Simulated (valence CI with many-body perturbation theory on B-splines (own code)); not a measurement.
E1 line list for Cs⁵⁰⁺

Calculated by relativistic CI+MBPT: three valence electrons over a frozen Dirac-Fock core [He], a basis of 11 s, 11 p, 9 d, 7 f, 5 g, 2 h, 1 i functions for each j, with the one-electron correlation potential Σ1 (screened to all orders), the two-electron term Σ2, the three-electron term Σ3, Breit, model QED; selected single and double excitations, second order for the rest (own B-spline code, finite nucleus).

The last digits are not significant, and no measured levels were compared; by estimate large intervals hold to a few tenths of a per cent, small ones and those within an open d or f shell to about a per cent.

Lines 201 to 250 of 283 in falling wavelength, among levels below 51316 × 10³ cm⁻¹, chosen from the strongest by gf and those to the six lowest levels. Wavelengths and rates use the calculated energies. Electric multipoles are in the length gauge, E1 and E2 with the static RPA response of the core. Weak lines are less certain than strong ones. Lines between different terms over intervals too small for the method are left out, as are lines whose strength nearly cancels. The highest levels of a list are the least certain.

Levels are named by their leading jj configuration (3d3/2^4 stands for four electrons in 3d with j = 3/2), which in mixed levels can hold well under half, so a name can repeat and another be missing. Letters in brackets count levels of one name in rising energy.

| λ vac (nm) | Upper | Lower | A (s⁻¹) | S (a.u.) |
| --- | --- | --- | --- | --- |
| 0.2226 | (2s 2p3/2 3d5/2) J=3/2 [a] | (2s 2p1/2 2p3/2) J=3/2 [b] | 5.26e+13 | 1.15e-03 |
| 0.2226 | (2s 2p3/2 3d5/2) J=3/2 [a] | (2s 2p1/2 2p3/2) J=1/2 | 5.45e+13 | 1.19e-03 |
| 0.2226 | (2p1/2 2p3/2 3d5/2) J=5/2 [a] | (2p1/2^2 2p3/2) J=3/2 | 4.36e+13 | 1.42e-03 |
| 0.2223 | (2s 2p3/2 3p1/2) J=3/2 [a] | (2s^2 2p3/2) J=3/2 | 4.59e+13 | 9.95e-04 |
| 0.2223 | (2s 2p3/2 3d3/2) J=5/2 [a] | (2s 2p1/2 2p3/2) J=5/2 | 2.96e+14 | 9.61e-03 |
| 0.2222 | (2s 2p3/2 3p1/2) J=5/2 | (2s^2 2p3/2) J=3/2 | 1.02e+14 | 3.31e-03 |
| 0.2222 | (2s 2p3/2 3d3/2) J=3/2 [a] | (2s 2p1/2 2p3/2) J=5/2 | 1.32e+14 | 2.86e-03 |
| 0.2222 | (2s 2p1/2 3d3/2) J=1/2 | (2s 2p1/2^2) J=1/2 | 7.61e+14 | 8.24e-03 |
| 0.2221 | (2p1/2^2 3d5/2) J=5/2 | (2s^2 2p3/2) J=3/2 | 1.12e+13 | 3.63e-04 |
| 0.2221 | (2s 2p1/2 3p1/2) J=3/2 | (2s^2 2p1/2) J=1/2 | 1.91e+14 | 4.12e-03 |
| 0.2220 | (2s 2p3/2 3d3/2) J=7/2 | (2s 2p1/2 2p3/2) J=5/2 | 4.11e+14 | 1.78e-02 |
| 0.2219 | (2s 2p1/2 3d3/2) J=3/2 [b] | (2s 2p1/2^2) J=1/2 | 4.97e+14 | 1.07e-02 |
| 0.2219 | (2s 2p3/2 3d5/2) J=1/2 | (2s 2p1/2 2p3/2) J=1/2 | 6.08e+13 | 6.56e-04 |
| 0.2218 | (2p1/2 2p3/2 3p1/2) J=3/2 [b] | (2s 2p1/2 2p3/2) J=3/2 [b] | 5.48e+13 | 1.18e-03 |
| 0.2218 | (2p1/2 2p3/2 3p1/2) J=3/2 [b] | (2s 2p1/2 2p3/2) J=1/2 | 1.13e+13 | 2.43e-04 |
| 0.2214 | (2s 2p3/2 3d3/2) J=5/2 [b] | (2s 2p1/2 2p3/2) J=3/2 [b] | 3.53e+14 | 1.14e-02 |
| 0.2213 | (2s 2p3/2 3d3/2) J=3/2 [b] | (2s 2p1/2 2p3/2) J=3/2 [b] | 1.23e+14 | 2.62e-03 |
| 0.2213 | (2s 2p3/2 3d3/2) J=3/2 [b] | (2s 2p1/2 2p3/2) J=1/2 | 1.63e+14 | 3.50e-03 |
| 0.2211 | (2s 2p3/2 3d3/2) J=1/2 [b] | (2s 2p1/2 2p3/2) J=1/2 | 3.06e+14 | 3.26e-03 |
| 0.2210 | (2s 2p3/2 3d3/2) J=5/2 [a] | (2s 2p1/2 2p3/2) J=3/2 [a] | 2.12e+14 | 6.79e-03 |
| 0.2210 | (2s 2p1/2 3p1/2) J=1/2 [b] | (2s^2 2p1/2) J=1/2 | 6.47e+13 | 6.89e-04 |
| 0.2210 | (2p1/2^2 3p1/2) J=1/2 | (2s 2p1/2^2) J=1/2 | 1.64e+12 | 1.75e-05 |
| 0.2209 | (2p1/2 2p3/2 3p1/2) J=5/2 | (2s 2p1/2 2p3/2) J=5/2 | 2.97e+13 | 9.47e-04 |
| 0.2209 | (2s 2p3/2 3d3/2) J=3/2 [a] | (2s 2p1/2 2p3/2) J=3/2 [a] | 4.20e+14 | 8.94e-03 |
| 0.2209 | (2s 2p3/2 3d3/2) J=1/2 [a] | (2s 2p1/2 2p3/2) J=3/2 [a] | 5.61e+14 | 5.97e-03 |
| 0.2207 | (2s 2p3/2 3d5/2) J=5/2 [a] | (2s 2p1/2 2p3/2) J=5/2 | 1.28e+12 | 4.07e-05 |
| 0.2207 | (2s^2 3d3/2) J=3/2 | (2s^2 2p1/2) J=1/2 | 3.46e+14 | 7.35e-03 |
| 0.2205 | (2s 2p1/2 3d5/2) J=3/2 | (2s 2p1/2^2) J=1/2 | 2.90e+12 | 6.14e-05 |
| 0.2204 | (2s 2p3/2 3d5/2) J=7/2 [a] | (2s 2p1/2 2p3/2) J=5/2 | 2.42e+13 | 1.02e-03 |
| 0.2201 | (2p1/2 2p3/2 3p1/2) J=1/2 | (2s 2p1/2 2p3/2) J=3/2 [a] | 3.55e+12 | 3.74e-05 |
| 0.2198 | (2p1/2 2p3/2 3p1/2) J=3/2 [b] | (2s 2p1/2 2p3/2) J=5/2 | 9.90e+13 | 2.08e-03 |
| 0.2198 | (2s 2p3/2 3p1/2) J=1/2 | (2s^2 2p3/2) J=3/2 | 9.97e+13 | 1.04e-03 |
| 0.2197 | (2s 2p3/2 3p1/2) J=3/2 [b] | (2s^2 2p3/2) J=3/2 | 8.11e+13 | 1.70e-03 |
| 0.2197 | (2p1/2 2p3/2 3p1/2) J=5/2 | (2s 2p1/2 2p3/2) J=3/2 [a] | 2.98e+11 | 9.37e-06 |
| 0.2194 | (2s 2p3/2 3d3/2) J=5/2 [b] | (2s 2p1/2 2p3/2) J=5/2 | 2.22e+12 | 6.94e-05 |
| 0.2193 | (2s 2p3/2 3d5/2) J=3/2 [a] | (2s 2p1/2 2p3/2) J=3/2 [a] | 5.93e+11 | 1.24e-05 |
| 0.2193 | (2s 2p3/2 3d3/2) J=3/2 [b] | (2s 2p1/2 2p3/2) J=5/2 | 2.35e+12 | 4.89e-05 |
| 0.2189 | (2p1/2 2p3/2 3p3/2) J=1/2 [a] | (2s 2p1/2 2p3/2) J=1/2 | 8.78e+13 | 9.09e-04 |
| 0.2187 | (2p1/2 2p3/2 3p3/2) J=3/2 [a] | (2s 2p1/2 2p3/2) J=3/2 [b] | 5.88e+13 | 1.21e-03 |
| 0.2187 | (2p1/2 2p3/2 3p3/2) J=3/2 [a] | (2s 2p1/2 2p3/2) J=1/2 | 4.99e+13 | 1.03e-03 |
| 0.2186 | (2p1/2 2p3/2 3p1/2) J=3/2 [b] | (2s 2p1/2 2p3/2) J=3/2 [a] | 1.12e+13 | 2.31e-04 |
| 0.2186 | (2s 2p3/2 3d5/2) J=7/2 [b] | (2s 2p1/2 2p3/2) J=5/2 | 6.67e+12 | 2.75e-04 |
| 0.2183 | (2s 2p3/2 3p3/2) J=3/2 [a] | (2s^2 2p3/2) J=3/2 | 9.19e+13 | 1.89e-03 |
| 0.2181 | (2s 2p3/2 3d3/2) J=5/2 [b] | (2s 2p1/2 2p3/2) J=3/2 [a] | 2.25e+12 | 6.92e-05 |
| 0.2181 | (2s 2p1/2 3p3/2) J=3/2 [a] | (2s^2 2p1/2) J=1/2 | 5.75e+13 | 1.18e-03 |
| 0.2180 | (2p1/2 2p3/2 3p3/2) J=3/2 [b] | (2s 2p1/2 2p3/2) J=3/2 [b] | 4.23e+13 | 8.66e-04 |
| 0.2180 | (2p1/2 2p3/2 3p3/2) J=3/2 [b] | (2s 2p1/2 2p3/2) J=1/2 | 3.66e+13 | 7.48e-04 |
| 0.2179 | (2s 2p3/2 3p3/2) J=1/2 [a] | (2s^2 2p3/2) J=3/2 | 1.20e+14 | 1.23e-03 |
| 0.2178 | (2s 2p3/2 3p3/2) J=5/2 [a] | (2s^2 2p3/2) J=3/2 | 1.05e+14 | 3.21e-03 |
| 0.2177 | (2p1/2 2p3/2 3p3/2) J=5/2 [b] | (2s 2p1/2 2p3/2) J=3/2 [b] | 6.56e+13 | 2.00e-03 |
